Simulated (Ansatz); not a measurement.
`C[CH](C)[AlH][OH]` + `NC(O)O` → `CNC(O)O` + `C[CH2][AlH][OH]`  (substitution at a C–C bond)

Computed with Ansatz on PBE0-D4/def2-TZVP structures; ΔE is electronic, products minus reactants. CBS: MP2 limit from def2 TZ/QZ plus the TZ coupled-cluster correction, frozen cores. Functionals use def2-TZVPP. B3LYP here is the variant with VWN-RPA as its local correlation; programs differ in this. Each species was taken in one conformer, which may not be the lowest.

Is it downhill or uphill in electronic energy at CCSD(T)/CBS, and by how much? (Estimate.)

Ansatz gave: Uphill: ΔE = +0.29 eV.

What do these levels give: PBE-D4, r2SCAN-D4, B3LYP-D4, ωB97X-V, B2PLYP, PBE, r2SCAN, PBE0, B3LYP, SCS-MP2/def2-QZVPP, HF/CBS(def2), CCSD/CBS(def2)? (An estimate is asked.)

The calculation gave: PBE-D4 0.28, r2SCAN-D4 0.27, B3LYP-D4 0.25, ωB97X-V 0.25, B2PLYP 0.26, PBE 0.28, r2SCAN 0.27, PBE0 0.28, B3LYP 0.24, SCS-MP2/def2-QZVPP 0.29, HF/CBS(def2) 0.21, CCSD/CBS(def2) 0.29 eV.

Largest T1 diagnostic among the species: 0.011.

In def2-TZVPP, CCSD(T) changes the Hartree–Fock value by +0.07 eV (the triples alone add +0.01 eV) and MP2 by +0.10 eV.
